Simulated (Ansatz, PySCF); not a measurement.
This PySCF input computes a CAM-B3LYP/def2-TZVPD energy:

```python
from pyscf import gto, scf, dft

mol = gto.M(
    atom='''
    Si    0.00214371   -0.01370182    0.05877327
    C     1.74297543    0.27800207   -0.58906731
    C    -0.97893547   -1.05593853   -1.16294346
    C    -0.85843566    1.61743106    0.36226972
    N     0.03523985   -0.89122367    1.58704592
    H     1.71312592    0.86219723   -1.51254411
    H     2.25160186   -0.66403599   -0.80484281
    H     2.34690200    0.83067797    0.13349035
    H    -1.08431973   -0.51702059   -2.10824730
    H    -1.97958051   -1.27042511   -0.78419552
    H    -0.48170200   -2.00549099   -1.36965291
    H    -1.86428932    1.45605519    0.75509369
    H    -0.94279252    2.19853941   -0.55909705
    H    -0.30980893    2.21897290    1.09004193
    H     0.64054656   -1.71604657    1.56625285
    ''',
    basis='def2-tzvpd',
    charge=0,
    spin=1,
    verbose=4,
)

mf = dft.UKS(mol, xc='camb3lyp').density_fit(auxbasis='def2-universal-jkfit')
mf.grids.level = 3
mf.conv_tol = 1e-9
mf.max_cycle = 100
mf.max_memory = 1500
mf.kernel()
if not mf.converged:
    mf = mf.newton()
    mf.kernel(mf.make_rdm1())
for _ in range(2):
    mo, _, stable, _ = mf.stability(return_status=True)
    if stable:
        break
    mf.kernel(mf.make_rdm1(mo, mf.mo_occ))
mf.analyze()
```

**Question.** Write an input for the same energy in Ansatz (a first-principles code) and say what it gives.

**Answer.** 
Ansatz 0.2 input:
```yaml
crystal:
  periodic: [false, false, false]
  atoms:
    - {symbol: Si, position_ang: [0.00214371, -0.01370182, 0.05877327]}
    - {symbol: C, position_ang: [1.74297543, 0.27800207, -0.58906731]}
    - {symbol: C, position_ang: [-0.97893547, -1.05593853, -1.16294346]}
    - {symbol: C, position_ang: [-0.85843566, 1.61743106, 0.36226972]}
    - {symbol: N, position_ang: [0.03523985, -0.89122367, 1.58704592]}
    - {symbol: H, position_ang: [1.71312592, 0.86219723, -1.51254411]}
    - {symbol: H, position_ang: [2.25160186, -0.66403599, -0.80484281]}
    - {symbol: H, position_ang: [2.34690200, 0.83067797, 0.13349035]}
    - {symbol: H, position_ang: [-1.08431973, -0.51702059, -2.10824730]}
    - {symbol: H, position_ang: [-1.97958051, -1.27042511, -0.78419552]}
    - {symbol: H, position_ang: [-0.48170200, -2.00549099, -1.36965291]}
    - {symbol: H, position_ang: [-1.86428932, 1.45605519, 0.75509369]}
    - {symbol: H, position_ang: [-0.94279252, 2.19853941, -0.55909705]}
    - {symbol: H, position_ang: [-0.30980893, 2.21897290, 1.09004193]}
    - {symbol: H, position_ang: [0.64054656, -1.71604657, 1.56625285]}
basis:
  gaussian:
    orbitals: def2-TZVPD
hamiltonian:
  xc: {name: CAM-B3LYP}
magnetization: {spin_polarized: true, initial_magnetization: 1}
output: {forces: true}
```
It gives -464.56002 Eh, and PySCF -464.56015 Eh, a difference of 0.13 mEh, from the treatment of integrals and grids.

It need not be the lowest isomer of its formula.
